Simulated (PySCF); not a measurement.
Species: C7H6NO (doublet state).
SMILES with atom numbers: `[N:1]#[C:2][C@@H:3]1[CH2:4][C:5]=[CH:6][C:7](=[O:8])[CH2:9]1` (hydrogens: H10 on C3; H11, H12 on C4; H13 on C6; H14, H15 on C9)

Geometry (GFN2-xTB, Å), atoms numbered from 1 in this order:
```xyz
15
C7H6NO angstrom
N     -3.1222   -0.4877    1.1753
C     -2.0347   -0.2059    0.9626
C     -0.6752    0.1576    0.6518
C     -0.6839    1.1629   -0.5370
C      0.6805    1.3094   -1.0205
C      1.7139    0.5275   -0.8472
C      1.5668   -0.7638   -0.1214
O      2.4936   -1.5072    0.0651
C      0.1434   -1.0870    0.2990
H     -0.2337    0.6489    1.5274
H     -1.0971    2.1198   -0.2096
H     -1.3175    0.7876   -1.3480
H      2.7048    0.7348   -1.2188
H      0.1812   -1.7795    1.1428
H     -0.3242   -1.6093   -0.5433
```

The hyperfine couplings belong to this conformer and change with its torsions.

Method used: PySCF 2.14.0, UKS B3LYP, pcH-1 on C H N O, non-relativistic, mean-field spin-orbit, GIAO. One conformer (not necessarily the lowest) at the GFN2-xTB geometry, without solvent, vibrations or thermal averaging. Couplings are sensitive to structure, and on GFN2-xTB geometries they can be far from those on DFT ones. The SCF solution wasn't tested for stability.

Problem. Break the g tensor into its mass correction, gauge correction and orbital-Zeeman/spin–orbit terms.

Solution. 
```
                    Δg (ppm)     1     2     3
relativistic mass correction  -170  -170  -170
            gauge correction    16    23    -5
   orbital Zeeman/spin–orbit  -242  -150  1133
                       total  -397  -298   958
```

So g = 2.00192, 2.00202, 2.00328 and g_iso = 2.00241; the tensor is close to axial: the two nearest values differ by 7 % of g3 − g1. Axes: g2 points within 10° of the C5–C6 bond.

Problem. How much does each term add to the isotropic shift?

Solution. The orbital-Zeeman/spin–orbit term 247, the mass correction -170 and the gauge correction 11 ppm, for a total of 88 ppm. The orbital-Zeeman/spin–orbit term is the largest in size. The mass correction is the same along every axis, so the anisotropy comes from the other two: their spans along these axes are 28 (gauge) and 1375 ppm (orbital Zeeman/spin–orbit).

Problem. At 9.433 GHz, how far is the centre of the isotropic spectrum from where a free electron (g = 2.002319) resonates?

Solution. B = hν/(g μB) with μB/h = 13.99624 MHz/mT gives 336.59 mT for the free electron and 336.58 mT at g_iso, 0.01 mT lower.

Problem. In a frozen sample, at which fields do the three g values resonate at 9.5, 34, 94 and 263 GHz (hyperfine left aside), and which band first spreads them over more than twice a line width of 0.5 mT?

Solution. 
| band | GHz | B(g3) mT | B(g2) mT | B(g1) mT | spread mT |
| --- | --- | --- | --- | --- | --- |
| X | 9.5 | 338.82 | 339.03 | 339.05 | 0.23 |
| Q | 34.0 | 1212.62 | 1213.38 | 1213.44 | 0.82 |
| W | 94.0 | 3352.55 | 3354.65 | 3354.82 | 2.27 |
| J | 263.0 | 9380.01 | 9385.89 | 9386.35 | 6.35 |

The spread grows in proportion to the frequency. W band is the first where it exceeds 1.0 mT.

The largest Mulliken spin populations are on C5 (+0.96), C6 (-0.12) and C7 (+0.06). C5 is the only atom above +0.15. The positive populations add up to 1.16 and the negative ones to -0.16, together 2S = 1.

The HOMO–LUMO gaps are 4.69 eV among the α and 4.43 eV among the β orbitals.

On one thread, AMD EPYC 7B13 (x86_64), shared host, this took 64 s (grids of density and orbitals included) and 1.1 GiB of memory at its peak.
